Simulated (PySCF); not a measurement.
Job file and geometry (Å, from GFN2-xTB) of an NMR shielding run on `C[N+]1(C)[BH2-]CC[C@@H]1CN`, C₆H₁₇BN₂, GIAO PBE0/pcSseg-1 NMR shielding, non-relativistic, gas phase (PySCF 2.14.0, density-fitted response routines); density fitting, a coarse starting grid and PySCF grid level 2 are the driver's defaults:

```
$ OMP_NUM_THREADS=1 python probes_run.py task.json out

{"job": {"kind": "nmr", "xc": "PBE0", "basis": "pcSseg-1"}, "charge": 0, "multiplicity": 1}
C     -1.166108    -0.833204    -1.134553
N     -0.886386    -0.142830     0.121514
C     -1.545475    -0.851755     1.211464
B     -1.413506     1.424466     0.033237
C     -0.169148     2.099119    -0.781049
C      1.019818     1.137694    -0.607309
C      0.562031     0.031890     0.351529
C      1.401147    -1.247440     0.246197
N      2.631703    -1.058432     0.998121
H     -0.682406    -0.312799    -1.954914
H     -0.824589    -1.870576    -1.105261
H     -2.239559    -0.819866    -1.311098
H     -1.315701    -0.364352     2.155659
H     -2.621910    -0.808276     1.056536
H     -1.235830    -1.898700     1.262172
H     -2.463736     1.421571    -0.526938
H     -1.493335     1.809950     1.158753
H     -0.374718     2.243317    -1.842980
H      0.085536     3.082960    -0.389166
H      1.894958     1.641384    -0.194743
H      1.320998     0.701816    -1.564607
H      0.664004     0.401357     1.375784
H      1.577021    -1.497600    -0.814650
H      0.878421    -2.090520     0.709227
H      3.164880    -0.287318     0.611325
H      3.210842    -1.889240     0.949024
```

Question: What does the program print?

Answer: 
```
coarse grid: 20272 points
cycle   1  E = -372.5700778540  dE =  1.011e+00  |g| = 5.898e-01  |ddm| = 4.319e+00
cycle   2  E = -372.5491375933  dE =  2.094e-02  |g| = 6.918e-01  |ddm| = 1.341e+00
cycle   3  E = -372.6638702152  dE = -1.147e-01  |g| = 6.725e-02  |ddm| = 7.066e-01
cycle   4  E = -372.6646660508  dE = -7.958e-04  |g| = 3.202e-02  |ddm| = 8.975e-02
cycle   5  E = -372.6649038134  dE = -2.378e-04  |g| = 8.242e-03  |ddm| = 3.754e-02
cycle   6  E = -372.6649173638  dE = -1.355e-05  |g| = 2.965e-03  |ddm| = 9.621e-03
cycle   7  E = -372.6649192093  dE = -1.846e-06  |g| = 3.351e-04  |ddm| = 2.210e-03
final grid: 191768 points
cycle   8  E = -372.7158737675  dE = -1.142e-04  |g| = 1.163e-02  |ddm| = 5.924e-02
cycle   9  E = -372.7158629288  dE =  1.084e-05  |g| = 1.346e-02  |ddm| = 2.413e-02
cycle  10  E = -372.7159089645  dE = -4.604e-05  |g| = 1.072e-03  |ddm| = 1.316e-02
cycle  11  E = -372.7159091875  dE = -2.230e-07  |g| = 4.134e-04  |ddm| = 1.257e-03
cycle  12  E = -372.7159092209  dE = -3.334e-08  |g| = 9.405e-05  |ddm| = 3.034e-04
cycle  13  E = -372.7159092224  dE = -1.512e-09  |g| = 4.072e-05  |ddm| = 1.102e-04
cycle  14  E = -372.7159092228  dE = -3.778e-10  |g| = 4.134e-06  |ddm| = 4.072e-05
converged SCF energy = -372.7159092228

GIAO shielding tensors (ppm)
atom      isotropic    diamagn.    paramagn.     s11        s22        s33       span
  0 C      144.746     249.750    -105.005    117.058    133.495    183.685     66.627
  1 N      198.221     322.153    -123.933    177.122    195.006    222.534     45.411
  2 C      137.838     247.298    -109.460    102.447    125.567    185.500     83.053
  3 B      106.446     187.981     -81.535     78.521     97.862    142.956     64.435
  4 C      178.959     249.481     -70.522    161.259    176.408    199.211     37.952
  5 C      153.154     249.737     -96.583    117.840    160.781    180.840     62.999
  6 C      113.534     251.614    -138.080     83.894    102.395    154.313     70.419
  7 C      139.813     246.935    -107.121    126.851    138.391    154.198     27.347
  8 N      233.918     312.312     -78.394    197.011    242.454    262.289     65.278
  9 H       29.178      32.529      -3.352     24.430     27.975     35.129     10.699
 10 H       30.070      32.243      -2.173     24.937     28.853     36.419     11.482
 11 H       29.360      31.027      -1.667     25.086     26.903     36.089     11.004
 12 H       29.225      30.744      -1.519     25.261     26.411     36.002     10.741
 13 H       28.778      29.792      -1.014     24.443     26.163     35.727     11.284
 14 H       29.290      31.204      -1.913     24.840     27.519     35.512     10.672
 15 H       29.338      32.084      -2.746     25.380     28.568     34.065      8.685
 16 H       29.289      32.157      -2.868     24.630     29.208     34.027      9.397
 17 H       30.881      31.282      -0.401     26.875     27.516     38.251     11.376
 18 H       30.752      30.923      -0.171     26.164     27.470     38.622     12.458
 19 H       29.268      32.201      -2.933     23.500     29.448     34.857     11.357
 20 H       30.288      33.453      -3.166     25.815     29.398     35.650      9.835
 21 H       28.892      35.210      -6.318     25.633     28.485     32.558      6.925
 22 H       28.926      32.916      -3.990     23.658     30.584     32.537      8.879
 23 H       28.733      32.465      -3.733     23.410     30.850     31.937      8.527
 24 H       31.454      31.548      -0.094     22.942     31.981     39.439     16.497
 25 H       30.889      28.676       2.213     22.843     27.460     42.363     19.520
```

Size and cost of the density-fitted run: 238 basis functions, 99 s wall time on 1 thread of an Arm Neoverse N1, shared host; peak memory 1.1 GiB.
